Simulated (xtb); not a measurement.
InI₂, SMILES [I][In+][I], charge +1. All values are semi-empirical tight-binding results from xtb (GFN2-xTB unless named), good for trends rather than for accurate numbers. The structure is a stationary point at GFN2-xTB. The multiplicity is an assumed one; other spin states were not compared. The isomer is the one that the SMILES or the coordinates give; other isomers of the formula were not compared.

For metal compounds this method's bond lengths and energies can be far off.

Computed properties:
- point group as xtb finds it: D∞h
- orbital gap: 1.54 eV
- zero-point energy: 0.7 kcal/mol
- G − E(el) at 298.15 K (modified RRHO): -18.4 kcal/mol
